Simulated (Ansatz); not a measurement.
Computed with Ansatz on PBE0-D4/def2-TZVP structures; ΔE is electronic, products minus reactants. CBS: MP2 limit from def2 TZ/QZ plus the TZ coupled-cluster correction, frozen cores. Each species was taken in one conformer, which may not be the lowest.

Consider the isomerisation: `CCO[SiH2]N` → `CC(O)N[SiH3]`.

```csv
species,SCS-MP2/def2-QZVPP energy (Eh)
`CCO[SiH2]N`,-500.42069
`CC(O)N[SiH3]`,-500.36302
```

(1) Work out ΔE.

Largest T1 diagnostic among the species: 0.011.

Results:

(1) ΔE = (-500.36302) − (-500.42069) = 0.05767 Eh = +151.4 kJ/mol. CCSD(T)/CBS gives +147.7 kJ/mol.

From PBE to PBE0 (25 % exact exchange), in def2-TZVPP and without D4, ΔE moves by +3.3 kJ/mol. In def2-TZVPP, CCSD(T) changes the Hartree–Fock value by −12.7 kJ/mol (the triples alone add −2.3 kJ/mol) and MP2 by −8.3 kJ/mol.
